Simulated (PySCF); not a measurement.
**UHF on F²⁺ (fluorine, charge +2)**

Configuration: [He] 2s2 2p3, high-spin 4S determinant. Computed with PySCF 2.14 in x2c-SVPall, with scalar relativity by spin-free X2C-1e.

* Total energy: -97.559330 hartree
* One-electron energy: -126.0833 hartree
* Hartree (Coulomb) energy: 37.7239 hartree
* Exchange energy: -9.1999 hartree
* ⟨S²⟩: 3.7544
* ⟨L²⟩: 0.000
* Sum of ⟨r⟩: 4.863 bohr
* Sum of ⟨r²⟩: 5.113 bohr²
* Langevin diamagnetic susceptibility: -4.05 ×10⁻⁶ cm³/mol
* Time after the integrals: 0.03 s of wall time on 1 thread of Neoverse-V2 (shared host)

```csv
shell,electrons,mean orbital energy (hartree),"rms radius, mean of both spins (bohr)"
1s α,1,-28.19423,0.204
1s β,1,-28.00951,0.204
2s α,1,-3.20741,1.02
2s β,1,-2.57459,1.02
2p α,3,-2.34987,0.990
```
